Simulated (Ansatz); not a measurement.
Start from `[GeH3][SiH]1BO1` and change one atom or group to get `B[SiH]1BO1`.

Ansatz, PBE0-D4/def2-TZVP geometries, multiplicity 1. 

Scalar relativity is left out up to krypton.

| property | `[GeH3][SiH]1BO1` |
| --- | --- |
| LUMO energy (ωB97M-V/def2-TZVPP) / eV | 0.73 |
| HOMO–LUMO gap (PBE0/def2-TZVPP) / eV | 5.86 |
| LUMO energy (B3LYP/def2-TZVPP) / eV | -1.31 |
| size of the dipole moment (PBE/def2-TZVPP) / D | 0.89 |
| HOMO–LUMO gap (PBE/def2-TZVPP) / eV | 3.82 |
| HOMO–LUMO gap (B3LYP/def2-TZVPP) / eV | 5.47 |

(1) Give the same properties after the change, and the shifts. (Estimate.)

## Answers

(1) Computed: 
| property | `B[SiH]1BO1` | shift |
| --- | --- | --- |
| LUMO energy (ωB97M-V/def2-TZVPP) / eV | -0.75 | -1.48 |
| HOMO–LUMO gap (PBE0/def2-TZVPP) / eV | 4.28 | -1.58 |
| LUMO energy (B3LYP/def2-TZVPP) / eV | -2.83 | -1.52 |
| size of the dipole moment (PBE/def2-TZVPP) / D | 0.66 | -0.23 |
| HOMO–LUMO gap (PBE/def2-TZVPP) / eV | 2.49 | -1.33 |
| HOMO–LUMO gap (B3LYP/def2-TZVPP) / eV | 3.92 | -1.55 |

With PBE0 the HOMO rises by 0.05 eV and the LUMO falls by 1.54 eV, so the gap narrows by about 1.59 eV. PBE moves the HOMO by -0.11 eV and ωB97M-V by 0.13 eV. The zero-point energy changes by -9.2 kJ/mol with -3 modes. Dipoles are sizes alone; their direction can turn.

B3LYP here is the variant with VWN-RPA as its local correlation; programs differ in this.
